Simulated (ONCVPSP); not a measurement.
**PBE ONCV dataset for C, non-relativistic all-electron reference.**

```json
{"Element": "C (Z = 6)", "Generator": "ONCVPSP 4.0.1", "Type": "optimised norm-conserving Vanderbilt (ONCV)", "Functional": "PBE", "Relativity": "non-relativistic", "Frozen core": "[He]", "Valence charge": "4", "Reference configuration": "2s2 2p0.5 (charge +1.5)", "Partial waves": "2s: rc 0.85 bohr, ncon 4, nbas 8, qcut 8.4 1/bohr, 2 projectors, debl 3 Ha; 2p: rc 1.60 bohr, ncon 4, nbas 7, qcut 7.9 1/bohr, 2 projectors, debl 2.3 Ha; d scattering state at 0.02 Ha: rc 1.70 bohr, ncon 3, nbas 6, qcut 5 1/bohr, 3 projectors, debl 0.6 Ha", "Local potential": "polynomial inside 0.75 bohr (lpopt 3, dvloc0 4 Ha)", "Core correction": "polynomial model core, fcfact 0.55"}
```

Results:

* Cutoffs needed: 22 Ha and 208 Ha (the cutoffs (Ha) at which the residual kinetic energy of the hardest occupied pseudo-wave falls to 1 and 0.1 mHa per electron)
* Ghost test: ghosts flagged at negative energy: s at -184.3 eV, d at -355.8 eV (a further GHOST(-) flag falls on a real empty level of the atom); no localised positive-energy state flagged; a true bound ghost makes a file unfit for plane-wave use
* Largest excitation error: +44 meV (all-electron minus pseudo) for 2s2 2p2, out of 4 test configurations
* rms error of d²Exc/dni dnj: 7.06 mHa without and 3.67 mHa with the model core

Generation and tests took about 3 s on one core of a shared server CPU.
